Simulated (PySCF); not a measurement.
# Ions at one geometry of [Pb(H2O)2]2+

PySCF 2.14.0, RKS PBE0, Pb def2-SVP with ECP60, O def2-SVP, H def2-SVP; non-relativistic Hamiltonian with scalar-relativistic core potentials where named; density fitting; no spin-orbit coupling; singlets restricted, open shells unrestricted. The geometry is relaxed for charge +2, singlet, vacuum:

```xyz
7

Pb    1.4090    0.4694   -0.0222
O    -0.1819    0.0091    1.6480
H    -0.1100    0.2584    2.5902
H    -1.0000   -0.5173    1.5707
O    -0.2177   -0.1511   -1.6223
H    -0.0635   -0.7464   -2.3814
H    -1.0879    0.2613   -1.7830
```

Energies count from the relaxed state; an electron taken off or put on is at rest in vacuum. Charges and spins are Mulliken's.

```
                     state  energy (eV)  spin squared  charge on Pb1 (e)  spin on Pb1 (e)  dipole about the centre of mass (D)
charge +2, singlet, vacuum         0.00          0.00               1.50             0.00                                 5.32
charge +3, doublet, vacuum        22.83          0.76               1.71            -0.01                                10.58
```

Question: What does the state charge +1, doublet, vacuum give?

Answer: energy (eV) -11.09, spin squared 0.75, charge on Pb1 (e) 0.63, spin on Pb1 (e) 1.00, dipole about the centre of mass (D) 5.47.

With an electron taken off (doublet) the charges change, summed by element, by Pb +0.20 e, O +0.54 e, H +0.25 e. The vertical ionisation energy is 22.83 eV, against −ε(HOMO) = 20.41 eV of the relaxed state. The level lies 2.4 eV too high, as is usual for semilocal functionals and global hybrids, which keep a self-interaction error.

With an electron put on (doublet) the charges change, summed by element, by Pb -0.87 e, O +0.03 e, H -0.16 e. The vertical electron affinity is 11.09 eV, against −ε(LUMO) = 13.26 eV of the relaxed state.

Open shells may have lower solutions than those found.

A frequency check found unstable modes (1, the lowest at -27 cm⁻¹), so the relaxed geometry is a saddle point, or these are noise.
